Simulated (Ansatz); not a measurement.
```json
{"atom": "Si", "x (Å)": "0.0000", "y (Å)": "0.0000", "z (Å)": "0.0000"}
{"atom": "Be", "x (Å)": "0.0000", "y (Å)": "4.9991", "z (Å)": "0.0000"}
{"atom": "Be", "x (Å)": "0.0000", "y (Å)": "-4.9991", "z (Å)": "0.0000"}
```

Basis set: pcseg-2 (spherical functions). Charge 0, multiplicity 1.

Computed with Ansatz (development build ahead of 0.2.0); each method stands on the lowest determinant of its kind that the runs found. Restricted functionals stand beside restricted open-shell atoms, which can lie above the unrestricted atoms usual in DFT and then raise those values.

The atomization energy at this shape (free ground-state atoms in the same class of orbitals less the molecule, no zero-point energy) of singlet Be₂Si:

```tsv
method	atomization energy
r²SCAN (unrestricted)	-0.27 eV
```

What does r²SCAN (restricted) give?

-1.39 eV. Caution: charge can spread falsely over distant fragments; the shape is not the minimum. Caution for r²SCAN (unrestricted): the unrestricted determinant is a mixture of spin states. Caution for r²SCAN (restricted): an unrestricted determinant lies well below; the molecule lies well above its atoms at this level.
